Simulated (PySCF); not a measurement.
# Correlation energy of Ti (titanium, neutral)

[Ar] 3d2 4s2, high-spin 3F determinant. All numbers are calculated (PySCF 2.14, the non-relativistic Hamiltonian (point nucleus), in def2-TZVPPD (6s6p4d2f1g, 67 functions)). Frozen: [Ne]; 12 electrons correlated.

```tsv
level	correlation energy (mhartree)
CCSD	-315.31
(T)	-9.88
CCSD(T)	-325.19
```

Diagnostics: T1 = 0.022, D1 = 0.0779, largest double amplitude 0.071.

Q: Is a single reference adequate?

A: Mostly. T1 lies below 0.03, but a double amplitude of this size points to a near-degeneracy that CCSD handles and MP2 describes poorly.

This basis was not built for core-valence correlation, so the inner-shell part is incomplete.
